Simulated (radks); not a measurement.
The numbers below are computed, except where a source is named.
Problem. Successive ionisation energies (eV) of one element, from differences of total energies of ions in their ground configurations, starting at charge 44: 3725.5, 3844.3, 3964.0, 4084.4, 4242.7, 4368.2, 4494.7, 4622.0, 4749.9, 5103.6, 5212.5, 5319.2, 5464.3, 5575.6, 5684.8, 5911.4, 6027.9, 14104.0, 14399.8, 14687.8, 15089.0, 15393.3. Level of theory: non-relativistic Kohn-Sham, TPSS, spin-polarised, spherical densities, point nucleus; open shells are filled with parallel spins first (spin-orbit coupling, left out, can overturn this in heavy ions); meta-GGA in the generalised Kohn-Sham scheme; relativity is left out, which matters for an element this heavy (a radial shooting solver on a logarithmic mesh with Libxc functionals). Which element is it?

Solution. Lutetium (Z = 71). The first species listed is Lu44+ in [Ar] 3d9, the last Lu65+ in [He] 2s2 2p2.
